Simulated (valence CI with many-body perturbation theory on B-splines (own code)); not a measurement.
E1 transitions of V10+

Calculated by configuration interaction combined with many-body perturbation theory (CI+MBPT): three valence electrons over a frozen Dirac-Fock core [Ne], a basis of 11 s, 11 p, 10 d, 8 f, 5 g, 2 h functions for each j, with the one-electron correlation potential Σ1, the two-electron term Σ2, the three-electron term Σ3, Breit, model QED; selected CI, second order for the rest, scaled by the run's own slope (own B-spline code, finite nucleus).

No measured levels were compared; by estimate levels of excited configurations hold to 0.05 to 0.15 % of their energy, terms of the ground configuration to about 0.5 %.

Lines 101 to 150 of 585 in falling wavelength, among levels below 1290300 cm⁻¹, chosen from the strongest by gf and those to the six lowest levels. Wavelengths and rates use the calculated energies, so an error of 200 cm⁻¹ moves a line at 423.1 Å by 0.085 % and its rate by three times that or more. Electric multipoles are in the length gauge, E1 and E2 with the static RPA response of the core. Weak lines are less certain than strong ones. Lines between different terms over intervals too small for the method are left out, as are lines whose strength nearly cancels. Where a level lies close to another of its J and parity, the split of strength between their lines is uncertain. The highest levels of a list are the least certain.

Names give the largest LS component (configuration and term), which can be under half, so a name can repeat, a term be missing and a line seem to break the LS rules; names also repeat where a configuration has a term twice. Letters in brackets count levels of one name in rising energy.

| λ vac (Å) | Upper | Lower | A (s⁻¹) | S (a.u.) with core polarisation | S without |
| --- | --- | --- | --- | --- | --- |
| 423.1 | 3p.3d2 2F°_7/2 [b] | 3s.3d2 2D_5/2 | 4.75e+09 | 1.42e+00 | 1.47e+00 |
| 422.4 | 3p.3d2 2F°_5/2 [b] | 3s.3d2 2G_7/2 | 2.54e+09 | 5.67e-01 | 5.89e-01 |
| 421.3 | 3p.3d2 2F°_7/2 [b] | 3s.3d2 2G_9/2 | 3.25e+09 | 9.61e-01 | 9.98e-01 |
| 420.6 | 3p2.3d 4D_5/2 | 3s.3p.3d 4P°_3/2 | 1.76e+09 | 3.89e-01 | 4.05e-01 |
| 419.3 | 3p.3d2 2D°_5/2 [c] | 3s.3d2 2P_3/2 | 8.40e+09 | 1.83e+00 | 1.90e+00 |
| 419.0 | 3p.3d2 2G°_9/2 [a] | 3s.3d2 4F_9/2 | 2.40e+09 | 8.70e-01 | 9.05e-01 |
| 418.6 | 3p.3d2 4F°_3/2 | 3s.3d2 4F_3/2 | 4.54e+09 | 6.57e-01 | 6.84e-01 |
| 417.9 | 3p.3d2 4D°_7/2 [b] | 3s.3d2 4P_5/2 | 1.59e+09 | 4.57e-01 | 4.76e-01 |
| 417.6 | 3p.3d2 4F°_5/2 | 3s.3d2 4F_5/2 | 3.82e+09 | 8.24e-01 | 8.58e-01 |
| 417.1 | 3p.3d2 2D°_3/2 [c] | 3s.3d2 2P_1/2 | 7.36e+09 | 1.05e+00 | 1.09e+00 |
| 416.9 | 3p.3d2 4D°_5/2 [b] | 3s.3d2 4P_3/2 | 1.03e+09 | 2.21e-01 | 2.31e-01 |
| 416.6 | 3p.3d2 4F°_7/2 | 3s.3d2 4F_7/2 | 2.84e+09 | 8.10e-01 | 8.43e-01 |
| 413.2 | 3p.3d2 2G°_7/2 [a] | 3s.3d2 4F_7/2 | 1.27e+09 | 3.55e-01 | 3.70e-01 |
| 412.7 | 3p2.3d 4D_7/2 | 3s.3p.3d 4P°_5/2 | 3.46e+09 | 9.60e-01 | 1.00e+00 |
| 412.4 | 3p2.3d 2D_5/2 [c] | 3s.3p.3d 2D°_5/2 [b] | 3.86e+09 | 8.02e-01 | 8.33e-01 |
| 412.3 | 3p.3d2 4F°_9/2 | 3s.3d2 4F_9/2 | 2.93e+09 | 1.01e+00 | 1.05e+00 |
| 405.6 | 3p2.3d 2D_3/2 [c] | 3s.3p.3d 2D°_3/2 [b] | 4.44e+09 | 5.85e-01 | 6.08e-01 |
| 400.0 | 3p.3d2 2D°_3/2 [b] | 3s.3d2 2D_3/2 | 4.34e+09 | 5.48e-01 | 5.70e-01 |
| 399.9 | 3p2.3d 2D_3/2 [c] | 3s.3p.3d 2P°_1/2 [b] | 1.59e+09 | 2.00e-01 | 2.08e-01 |
| 396.3 | 3p.3d2 2D°_5/2 [a] | 3p2.3d 2D_3/2 [b] | 1.47e+09 | 2.70e-01 | 2.80e-01 |
| 395.9 | 3p.3d2 2D°_5/2 [b] | 3s.3d2 2D_5/2 | 4.27e+09 | 7.85e-01 | 8.16e-01 |
| 394.6 | 3p2.3d 2D_5/2 [a] | 3s.3p.3d 2D°_5/2 [a] | 2.06e+09 | 3.74e-01 | 3.90e-01 |
| 392.2 | 3p.3d2 2P°_1/2 [c] | 3s.3d2 2P_3/2 | 4.21e+09 | 2.51e-01 | 2.60e-01 |
| 391.9 | 3p2.3d 4F_7/2 | 3s.3p.3d 4F°_9/2 | 1.76e+09 | 4.17e-01 | 4.35e-01 |
| 391.3 | 3p2.3d 2D_3/2 [a] | 3s.3p.3d 2D°_3/2 [a] | 2.85e+09 | 3.37e-01 | 3.51e-01 |
| 391.1 | 3p.3d2 2P°_1/2 [c] | 3s.3d2 2P_1/2 | 9.87e+09 | 5.83e-01 | 6.05e-01 |
| 391.0 | 3p.3d2 2G°_9/2 [a] | 3p2.3d 2F_7/2 [b] | 2.56e+09 | 7.55e-01 | 7.83e-01 |
| 390.6 | 3p.3d2 2P°_3/2 [c] | 3s.3d2 2P_3/2 | 1.10e+10 | 1.29e+00 | 1.34e+00 |
| 390.3 | 3p2.3d 4F_5/2 | 3s.3p.3d 4F°_7/2 | 2.46e+09 | 4.33e-01 | 4.51e-01 |
| 390.0 | 3p.3d2 2P°_1/2 [b] | 3s.3d2 2D_3/2 | 3.56e+09 | 2.08e-01 | 2.16e-01 |
| 389.2 | 3p2.3d 4F_3/2 | 3s.3p.3d 4F°_5/2 | 2.38e+09 | 2.77e-01 | 2.89e-01 |
| 389.1 | 3p.3d2 2D°_3/2 [a] | 3p2.3d 2P_1/2 [b] | 3.15e+09 | 3.66e-01 | 3.80e-01 |
| 387.5 | 3p.3d2 2D°_5/2 [a] | 3p2.3d 2P_3/2 [b] | 1.74e+09 | 3.01e-01 | 3.12e-01 |
| 386.5 | 3p2.3d 4F_9/2 | 3s.3p.3d 4F°_9/2 | 8.00e+09 | 2.28e+00 | 2.37e+00 |
| 386.2 | 3p.3d2 4F°_7/2 | 3p2.3d 2F_5/2 [b] | 1.46e+09 | 3.33e-01 | 3.45e-01 |
| 386.2 | 3p2.3d 4F_3/2 | 3s.3p.3d 4F°_3/2 | 5.93e+09 | 6.74e-01 | 7.02e-01 |
| 385.8 | 3p2.3d 4F_5/2 | 3s.3p.3d 4F°_5/2 | 5.00e+09 | 8.51e-01 | 8.86e-01 |
| 385.7 | 3p2.3d 4F_7/2 | 3s.3p.3d 4F°_7/2 | 5.68e+09 | 1.29e+00 | 1.34e+00 |
| 385.1 | 3p.3d2 4F°_9/2 | 3p2.3d 2F_7/2 [b] | 2.51e+09 | 7.06e-01 | 7.32e-01 |
| 384.9 | 3p2.3d 4P_5/2 | 3s.3p.3d 2D°_5/2 [a] | 1.54e+09 | 2.60e-01 | 2.70e-01 |
| 384.5 | 3p.3d2 2P°_3/2 [c] | 3s.3d2 2S_1/2 | 4.63e+09 | 5.20e-01 | 5.40e-01 |
| 383.3 | 3p.3d2 2G°_7/2 [a] | 3p2.3d 2F_5/2 [b] | 4.04e+09 | 8.97e-01 | 9.30e-01 |
| 382.9 | 3p2.3d 4F_5/2 | 3s.3p.3d 4F°_3/2 | 1.24e+09 | 2.06e-01 | 2.15e-01 |
| 381.9 | 3p.3d2 2P°_3/2 [b] | 3s.3d2 2D_5/2 | 2.42e+09 | 2.66e-01 | 2.75e-01 |
| 381.4 | 3p2.3d 4F_7/2 | 3s.3p.3d 4F°_5/2 | 1.38e+09 | 3.02e-01 | 3.14e-01 |
| 380.6 | 3p2.3d 4F_9/2 | 3s.3p.3d 4F°_7/2 | 1.04e+09 | 2.82e-01 | 2.93e-01 |
| 379.6 | 3p2.3d 2P_3/2 [b] | 3s.3p.3d 2F°_5/2 [a] | 3.34e+09 | 3.61e-01 | 3.75e-01 |
| 378.2 | 3p.3d2 2D°_5/2 [c] | 3s.3d2 2F_7/2 | 5.91e+09 | 9.46e-01 | 9.81e-01 |
| 376.7 | 3p.3d2 2D°_3/2 [c] | 3s.3d2 2F_5/2 | 5.95e+09 | 6.28e-01 | 6.51e-01 |
| 376.4 | 3p2.3d 2D_5/2 [a] | 3s.3p.3d 4D°_7/2 | 2.72e+09 | 4.29e-01 | 4.47e-01 |
